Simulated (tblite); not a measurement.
Species: C₆H₆BCl₂ (doublet state).
Atom-mapped SMILES: `[CH2:1]=[C:2]1[CH2:3][C@H:4]([BH:5][Cl:6])[C:7]=[C:8]1[Cl:9]` (hydrogens: H10, H11 on C1; H12, H13 on C3; H14 on C4; H15 on B5)
Bond orders are those of one Lewis drawing.

Computed with GFN2-xTB (tblite), gas phase: L-BFGS steps from a force-field or distance-geometry start until the largest atomic force falls under 0.01 eV/Å.

Step 17: E = -711.0297 eV
```
atom  x, y, z in Å  |  force x, y, z in eV/Å
C1     -2.4146   -0.0905    0.6495    0.038   0.088  -0.023
C2     -1.2022    0.1787    0.1927   -0.014   0.005  -0.102
C3      0.1091   -0.3621    0.6945    0.109  -0.050   0.105
C4      1.0579   -0.3355   -0.5363   -0.033  -0.043  -0.068
B5      2.6097   -0.1211   -0.2898    0.124  -0.057   0.120
Cl6     3.2480   -0.3759    1.2574   -0.036   0.046  -0.064
C7      0.3496    0.6310   -1.4107    0.046   0.132  -0.008
C8     -0.8512    0.9920   -0.9996   -0.035  -0.077   0.072
Cl9    -1.9314    2.1267   -1.6698   -0.091  -0.002  -0.077
H10    -3.2917    0.3439    0.2069   -0.057   0.029  -0.013
H11    -2.5660   -0.7499    1.4885    0.036   0.056  -0.004
H12     0.5015    0.3163    1.4505    0.011   0.062   0.158
H13     0.0199   -1.3474    1.1383   -0.003  -0.152   0.026
H14     0.9979   -1.3146   -1.0315    0.009  -0.083  -0.120
H15     3.3588    0.1163   -1.1623   -0.103   0.046  -0.001
```

Step 18: E = -711.0346 eV
```
atom  x, y, z in Å  |  force x, y, z in eV/Å
C1     -2.4169   -0.0849    0.6503    0.065   0.086  -0.039
C2     -1.2029    0.1756    0.1923    0.008  -0.003  -0.043
C3      0.1081   -0.3652    0.6979    0.127  -0.057   0.045
C4      1.0591   -0.3275   -0.5340    0.011  -0.090  -0.002
B5      2.6128   -0.1238   -0.2857    0.074   0.008   0.061
Cl6     3.2591   -0.3763    1.2565   -0.036   0.034  -0.055
C7      0.3511    0.6396   -1.4086    0.073   0.054   0.041
C8     -0.8536    0.9888   -0.9995   -0.025  -0.079   0.072
Cl9    -1.9415    2.1109   -1.6724   -0.122   0.043  -0.098
H10    -3.2868    0.3567    0.2011   -0.084   0.013   0.003
H11    -2.5734   -0.7421    1.4900    0.026   0.064  -0.008
H12     0.4994    0.3098    1.4606   -0.026  -0.001   0.109
H13     0.0207   -1.3587    1.1289    0.001  -0.065   0.020
H14     1.0123   -1.3084   -1.0299   -0.037  -0.047  -0.124
H15     3.3480    0.1136   -1.1695   -0.055   0.038   0.019
```

**Question.** Estimate the geometry and energy of step 19. (The exact step hangs on the optimiser's Hessian estimate; all steps are aligned on step 18, rigid shifts and turns removed.)

**Answer.** E = -711.0379 eV, largest force 0.132 eV/Å
```
atom  x, y, z in Å  |  force x, y, z in eV/Å
C1     -2.4171   -0.0803    0.6502    0.053   0.068  -0.034
C2     -1.2022    0.1732    0.1912    0.032  -0.013   0.016
C3      0.1096   -0.3680    0.7008    0.085  -0.047  -0.008
C4      1.0600   -0.3252   -0.5332    0.043  -0.095   0.043
B5      2.6149   -0.1258   -0.2817    0.003   0.042  -0.012
Cl6     3.2638   -0.3755    1.2563   -0.016   0.023  -0.018
C7      0.3536    0.6463   -1.4062    0.068  -0.008   0.087
C8     -0.8547    0.9862   -0.9990   -0.006  -0.041   0.024
Cl9    -1.9487    2.1026   -1.6755   -0.099   0.028  -0.083
H10    -3.2849    0.3636    0.1980   -0.073   0.002   0.015
H11    -2.5756   -0.7363    1.4906    0.017   0.069  -0.011
H12     0.4982    0.3070    1.4678   -0.047  -0.061   0.054
H13     0.0214   -1.3667    1.1243    0.010   0.005   0.015
H14     1.0187   -1.3063   -1.0323   -0.064  -0.007  -0.111
H15     3.3387    0.1133   -1.1733   -0.005   0.036   0.023
```

The energy changes by -0.0032 eV. The first-order estimate −F·Δx gives -0.0046 eV and the mean of the old and new forces, exact on a quadratic surface, -0.0033 eV. The step makes an angle of 64° with the force vector and moves no atom by more than 0.011 Å.

What follows is the cost of the whole relaxation. On one thread, Intel Xeon 6975P-C (x86_64), no GPU, shared host with 192 logical CPUs at a one-minute load of 23, this took 0.93 s of wall time.
